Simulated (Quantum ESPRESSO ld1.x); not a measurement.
Task: Radial electron density D(r) = 4 pi r^2 rho(r) of an atom or ion with 42 electrons. All-electron calculation, scalar-relativistic Kohn-Sham, LDA (Slater exchange, VWN5 correlation), spin-polarised, spherical densities, point nucleus. Program: ld1.x of Quantum ESPRESSO 7.5.

r (bohr),D(r) (e/bohr),spin D(r)
0.001425,1.569,0.000149
0.001699,2.143,0.000204
0.002042,2.955,0.000281
0.002435,3.997,0.000379
0.002904,5.372,0.000507
0.003463,7.165,0.000674
0.004162,9.590,0.000896
0.004963,12.53,0.00116
0.005919,16.17,0.00148
0.007057,20.55,0.00185
0.008483,25.89,0.00228
0.01012,31.58,0.00268
0.01206,37.55,0.00302
0.01438,43.33,0.00321
0.01729,48.48,0.00310
0.02062,51.84,0.00256
0.02458,53.09,0.00151
0.02931,52.08,-0.0000597
0.03524,49.24,-0.00193
0.04202,46.25,-0.00317
0.0501,44.95,-0.00244
0.05975,46.99,0.00258
0.07124,52.61,0.0153
0.08563,60.19,0.0417
0.1021,65.17,0.0855
0.1218,64.34,0.154
0.1452,57.19,0.251
0.1745,47.13,0.378
0.2081,41.31,0.502
0.2482,42.55,0.582
0.2959,47.80,0.559
0.3557,49.78,0.394
0.4241,43.38,0.158
0.5058,30.98,-0.00361
0.6031,19.14,0.0945
0.7249,12.57,0.582
0.8644,11.40,1.33
1.031,11.55,2.11
1.229,10.36,2.64
1.477,7.653,2.76
1.762,4.979,2.53
2.101,3.055,2.11
2.505,1.898,1.62
2.987,1.199,1.14
3.591,0.7083,0.699
4.282,0.3797,0.379
5.106,0.1708,0.171
6.088,0.06152,0.0615
7.318,0.01592,0.0159
8.726,0.003187,0.00319
10.41,0.0004472,0.000447

What is the nuclear charge?

Result: Z = 42. The innermost maximum, from 1s, lies near gamma/Z bohr with gamma = sqrt(1 - (Z/c)^2) = 0.952, here 0.0227 bohr (found: 0.0248), and its height grows with Z. The density is that of neutral molybdenum in [Kr] 4d5 5s1; the configuration itself is not fixed sharply by these data, and Z only to a few units. D(r) has 4 maxima, at r = 0.0248, 0.109, 0.342, 0.990 bohr, and minima at 0.0497, 0.220, 0.851 bohr, inside which lie 2.03, 11.11, 29.38 electrons.
